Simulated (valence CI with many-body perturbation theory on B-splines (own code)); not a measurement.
**Questions on Pb61+**

Computed by valence CI with perturbative core correlation (CI+MBPT): three valence electrons over a frozen Dirac-Fock core [Ar], a basis of 7 s, 7 p, 8 d, 6 f, 4 g, 1 h functions for each j, with the one-electron correlation potential Σ1, the two-electron term Σ2, the three-electron term Σ3, Breit, model QED; selected CI, second order for the rest, scaled by the run's own slope (own B-spline code, finite nucleus).

The last digits are not significant, and no measured levels were compared; by estimate large intervals hold to a few tenths of a per cent, small ones and those within an open d or f shell to about a per cent. The list stops below the first excitations out of the core. Only levels of the ground parity were solved; by the run's estimate the other parity begins above the list, which can be wrong where configurations are misplaced.

Levels are named by their leading jj configuration (3d3/2^4 stands for four electrons in 3d with j = 3/2), which in mixed levels can hold well under half, so a name can repeat and another be missing.

Rates and lifetimes use the calculated energies. Strong lines usually hold to 10 to 20 %, long lifetimes can be off by a factor of two.

What is the ground level?

(3d3/2^3) J=3/2, composition 42 % 3d3 2D + 41 % 3d3 4F + 12 % 3d3 2P, g = 0.738.

How well does LS coupling describe the low levels?

Among the lowest 15 levels the leading LS term, summed over configurations, holds 56 % on average. For single configurations the figures are 56 % in LS and 99 % in jj coupling. Terms mix most in the J = 3/2 level at 117.52 eV, where the leading one holds 38 %.

What is the ionisation energy?

6597.9 eV; NIST lists 6597 ± 12 eV (theoretical).
